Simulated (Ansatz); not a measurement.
GaO, multiplicity 2 (the spin of the measured ground state), most abundant isotopes (15.9949 and 68.9256 u). Constants from fifth-degree fits in 1/R to seven points on the lowest solution found; no spin–orbit coupling, no relativity up to Kr; ω_e x_e and α_e move by some per cent with the fit.

Correlated levels freeze the inner cores; with def2 sets outer-core shells near the valence are correlated too.

Codes used: Ansatz (Gaussian orbitals). 

Total energies (hartree; each atom in its lowest state at that level) and vibrational constants (cm⁻¹):

```
level               E(GaO) at r_e        E(O)         E(Ga)  ω_e  ω_e x_e
------------------  -------------  ----------  ------------  ---  -------
PBE/def2-TZVPP       -1999.701136  -75.009672  -1924.515154  757      5.4
B3LYP/def2-TZVPP     -2000.113356  -75.096275  -1924.861111  717      5.5
wB97M-V/def2-TZVPP   -1999.935213  -75.077171  -1924.704503  711      6.0
CCSD(T)/def2-QZVPP   -1998.833378  -74.994067  -1923.681277  769      6.1
```

Work out D_e and D₀ in eV.


D_e = E(O) + E(Ga) − E(molecule), times 27.2114 eV; D₀ = D_e − (ω_e/2 − ω_e x_e/4)/8065.54.
- PBE/def2-TZVPP: D_e = 4.798, zero point 0.047, D₀ = 4.751 eV
- B3LYP/def2-TZVPP: D_e = 4.244, zero point 0.044, D₀ = 4.200 eV
- wB97M-V/def2-TZVPP: D_e = 4.178, zero point 0.044, D₀ = 4.134 eV
- CCSD(T)/def2-QZVPP: D_e = 4.300, zero point 0.048, D₀ = 4.253 eV
No counterpoise correction is made.

Doubts at one or more of the structures used: T1 above 0.05 (CCSD(T)/def2-QZVPP).

Ansatz is an electronic-structure program.
